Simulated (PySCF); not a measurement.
Calculated properties of `CC(F)(C#N)C#N`

Compound: C₄H₃FN₂.
Structure used (GFN2-xTB), in Å, numbered top down from 1:
```
atom  x, y, z in Å
C1     1.1249   -0.0706   -0.3016
C2    -0.2343   -0.0221    0.4023
F3    -0.0525   -0.1889    1.7666
C4    -1.1112   -1.0807   -0.0986
N5    -1.7820   -1.9078   -0.5063
C6    -0.8944    1.2605    0.1580
N7    -1.3932    2.2649   -0.0484
H8     1.6066   -1.0220   -0.0843
H9     0.9929    0.0317   -1.3763
H10    1.7520    0.7396    0.0660
```

Structural features include: nitrile and C–F bond.

From GFN2-xTB geometry:

- Point group of the GFN2-xTB geometry: Cs
- Rotational constants A, B, C of the GFN2-xTB geometry: 3.410, 2.403, 1.966 GHz

**PBE0/pcSseg-1 ground state and GIAO shieldings, non-relativistic (PySCF)**

* Dipole moment: 3.65 D
* HOMO energy: -10.61 eV
* LUMO energy: -1.56 eV
* HOMO–LUMO gap: 9.05 eV
* Lowest Hirshfeld atomic charge: -0.17 e on N5/N7
* Highest Hirshfeld atomic charge: +0.15 e on C2
* 13C chemical shifts (computed TMS as zero) by class: 117.9 (C4/C6), 74.8 (C2), 30.7 (C1) ppm
* 1H chemical shifts (computed TMS as zero) by class: 2.13 (H8/H9/H10) ppm
* Isotropic shieldings of nuclei other than C and H, by class: -50 (N5/N7), 345 (F3) ppm
* Mayer bond orders between heavy atoms: C1–C2 1.01, C2–F3 0.91, C2–C4 0.92, C4–N5 3.03, C2–C6 0.92, C6–N7 3.03

B3LYP/pcJ-1 indirect spin-spin coupling, non-relativistic, gas phase; spin–dipole term left out for some pairs (PySCF):

* Largest of the computed one-bond spin–spin couplings (means over like bonds): 19F–13C -249.4 (F3–C2), 13C–1H +141.3 (C1–H8 and 2 like it), 13C–13C +84.3 (C2–C4 and 1 like it), 13C–13C +38.3 (C1–C2), 15N–13C -19.6 (N5–C4 and 1 like it) Hz

Monoisotopic mass from the formula: 98.0280 u.

The dipole matches unit charges of opposite sign 0.76 Å apart (1 e·Å = 4.8032 D). With B = h/(8π²I), that is 505.379 GHz u Å² over I, the principal moments of inertia are 148.2, 210.3 and 257.0 u Å² (most abundant isotopes). The rotational constants make it an asymmetric top with κ = (2B − A − C)/(A − C) = -0.40, nearer the prolate limit (−1).

 NMR classes are plain means over equivalent atoms (diastereotopic ones count apart unless rotation or inversion swaps them), as if these changed places fast; in this geometry the members of some classes differ.
